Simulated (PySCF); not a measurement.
NMR data sheet: C5H7NO2

- Formula: C5H7NO2
- SMILES: COc1ncoc1C
- Point group of the computed structure: Cs
- Degrees of unsaturation: 3
- Carbon signals: 5
- Proton signals: 3

Molfile (atoms numbered from 1):
```
C5H7NO2
     RDKit          3D

 15 15  0  0  0  0  0  0  0  0999 V2000
   -2.3387   -0.8832    0.3376 C   0  0  0  0  0  0  0  0  0  0  0  0
   -0.9307   -1.0259    0.3525 O   0  0  0  0  0  0  0  0  0  0  0  0
   -0.2516    0.0723   -0.0214 C   0  0  0  0  0  0  0  0  0  0  0  0
   -0.8390    1.2491   -0.3946 N   0  0  0  0  0  0  0  0  0  0  0  0
    0.1515    2.0350   -0.6728 C   0  0  0  0  0  0  0  0  0  0  0  0
    1.3521    1.4818   -0.5153 O   0  0  0  0  0  0  0  0  0  0  0  0
    1.1115    0.2074   -0.0930 C   0  0  0  0  0  0  0  0  0  0  0  0
    2.2297   -0.7246    0.1902 C   0  0  0  0  0  0  0  0  0  0  0  0
   -2.7397   -1.8418    0.6602 H   0  0  0  0  0  0  0  0  0  0  0  0
   -2.6554   -0.0908    1.0199 H   0  0  0  0  0  0  0  0  0  0  0  0
   -2.6942   -0.6427   -0.6671 H   0  0  0  0  0  0  0  0  0  0  0  0
    0.0753    3.0503   -1.0033 H   0  0  0  0  0  0  0  0  0  0  0  0
    2.8695   -0.3292    0.9783 H   0  0  0  0  0  0  0  0  0  0  0  0
    1.8144   -1.6767    0.5061 H   0  0  0  0  0  0  0  0  0  0  0  0
    2.8409   -0.8731   -0.6992 H   0  0  0  0  0  0  0  0  0  0  0  0
  1  2  1  0
  2  3  1  0
  3  4  1  0
  4  5  2  0
  5  6  1  0
  6  7  1  0
  7  8  1  0
  7  3  2  0
  1  9  1  0
  1 10  1  0
  1 11  1  0
  5 12  1  0
  8 13  1  0
  8 14  1  0
  8 15  1  0
M  END
```

Theory: shielding tensors at PBE0/pcSseg-1 (GIAO), coordinates at the GFN2-xTB level, in PySCF 2.14.0 with density-fitted response routines (in vacuum, relativity neglected, a single conformation, averaged over atoms made equivalent by symmetry, fast rotation or ring inversion).

Shifts are taken against calculated references (same method and geometry level): TMS for $^{1}$H (31.72 ppm), $^{13}$C (186.93 ppm); $^{15}$N (267.73 ppm) against NH3; H2O for $^{17}$O (336.08 ppm).

| carbon | δC, type | δH (multiplicity) | HMBC from (2–3 bonds) | span of the C tensor (ppm) |
| --- | --- | --- | --- | --- |
| C1 | 57.6, CH3 | 4.15 (s) | – | 74 |
| C3 | 159.4, C | – | H12, H9/H10/H11, H13/H14/H15 | 110 |
| C5 | 149.1, CH | 7.36 (s) | – | 128 |
| C7 | 132.4, C | – | H12, H13/H14/H15 | 104 |
| C8 | 11.5, CH3 | 2.43 (s) | – | 25 |

Other nuclei:
```csv
atoms,nucleus,environment,δ (ppm),σ (ppm)
N4,$^{15}$N,pyridine-type nitrogen of an azole,283.3,-15.6
O6,$^{17}$O,aromatic ring oxygen,321.7,14.4
O2,$^{17}$O,ether oxygen,66.8,269.3
```

- Carbon types of the structure: 2 × C, 1 × CH, 2 × CH3, which accounts for all hydrogens.
- δC 159.4: aromatic carbon bearing oxygen; the electronegative substituent deshields the carbon that carries it.
- δC 149.1: aromatic CH between two ring heteroatoms.
- δC 132.4: substituted aromatic carbon next to the ring oxygen.
- δH 4.15: hydrogen on a methyl carbon bonded to O; its carbon carries O, an electronegative neighbour.
- δH 2.43: hydrogen on a methyl carbon on an aromatic ring; benzylic-type position, deshielded by the ring.

Shifts are as computed. Against solution values, carbons near 30 ppm lie about +3 ppm off and those near 130 ppm about +5 ppm. Of 1211 compounds with measured shifts, 218 miss one by over three times the rms of a fit or turn the order of signals round; such compounds aren't used in these exercises. Unscaled 17O shifts of doubly bonded oxygen tend to come out too high, by tens of ppm or more. Experimental scales use liquid or dissolved standards, which lie at an offset from isolated NH3 (liquid NH3: subtract about 20 ppm) and H2O (liquid H2O: subtract about 36 ppm). Unscaled 15N shifts of sp2 nitrogen come out 20 to 40 ppm too high even then. Multiplicities follow the n + 1 count of equivalent neighbours, as no J values were calculated; m marks all less simple cases, F and P coupling included.
